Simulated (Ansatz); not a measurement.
Cost and result for the atomization energy of Cl$_{2}$H$_{4}$O$_{2}$Si$_{2}$ (`O[Si@H](Cl)[Si@@H](O)Cl`) (10 atoms, 9 bonds).

```xyz
10

O    -0.9500   -1.6999   -1.2640
Si    0.1863   -1.1698   -0.2112
Cl    1.9371   -0.6744   -1.2109
Si   -0.3290    0.8505    0.8677
O    -0.0245    2.0981   -0.1500
Cl    0.8776    0.9098    2.5371
H    -1.2664   -1.1006   -1.9423
H     0.4785   -2.3181    0.6709
H    -1.7276    1.0277    1.3144
H     0.8180    2.0767   -0.6117
```

The species carries charge 0 and has multiplicity 1. Geometry: relaxed with PBE0-D4/def2-TZVP. It is one conformer, not always the lowest. Program: Ansatz. All runs use 2 threads of an AMD EPYC 7R13 on a shared host and a share of an NVIDIA H100 80 GB. Times are those of one run each, without the atoms' runs, and a repeat can differ threefold. Electronic energies, without spin–orbit coupling; frozen cores. CCSD(T)/CBS adds CCSD(T) − MP2 in def2-TZVPP to the MP2 limit, and its time is that of the two runs behind it. T1 = 0.011. B3LYP takes the VWN-RPA correlation (the form of Gaussian; ORCA's B3LYP/G).

CCSD(T)/CBS is a level of theory with its own doubt, some kJ/mol a heavy atom from the limit and from the frozen cores, so smaller differences don't rank the functionals.

| level | functions | wall time | atomization (kJ/mol) | difference from CCSD(T)/CBS | per bond |
| --- | --- | --- | --- | --- | --- |
| B3LYP-D4/def2-TZVPP (with forces) | 286 | 9 s | 3503.4 | -56.0 | -6.2 |
| r2SCAN-D4/def2-TZVPP (with forces) | 286 | 9.5 s | 3554.6 | -4.8 | -0.5 |
| PBE0-D4/def2-TZVPP | 286 | 9.5 s | 3506.5 | -52.9 | -5.9 |
| ωB97X-V/def2-TZVPP | 286 | 11 s | 3559.3 | -0.1 | 0.0 |
| ωB97M-V/def2-TZVPP (with forces) | 286 | 11 s | 3553.6 | -5.8 | -0.6 |
| PBE-D4/def2-TZVPP (with forces) | 286 | 12 s | 3571.8 | 12.4 | 1.4 |
| MP2/def2-QZVPP | 514 | 14 s | 3611.3 | 51.9 | 5.8 |
| B2PLYP/def2-TZVPP | 286 | 15 s | 3474.5 | -84.9 | -9.4 |
| CCSD(T)/def2-TZVPP | 286 | 19 s | 3431.3 | -128.1 | -14.2 |
| CCSD(T)/CBS(def2) | – | 32 s | 3559.4 | 0.0 | 0.0 |

In def2-TZVPP, CCSD(T) changes the Hartree–Fock value by +890.4 kJ/mol (the triples alone add +60.5 kJ/mol) and MP2 by +993.9 kJ/mol; breaking electron pairs costs correlation energy, which Hartree–Fock lacks. The D4 term adds +51.8 kJ/mol with B3LYP and +27.5 kJ/mol with PBE0; it sums over pairs of atoms, weighted by their polarisabilities, and B3LYP, whose exchange is more repulsive, gets the larger term. From PBE to PBE0 (25 % exact exchange), in def2-TZVPP and without D4, the atomization energy moves by −61.0 kJ/mol: exact exchange takes away binding that semilocal exchange gives to molecules.
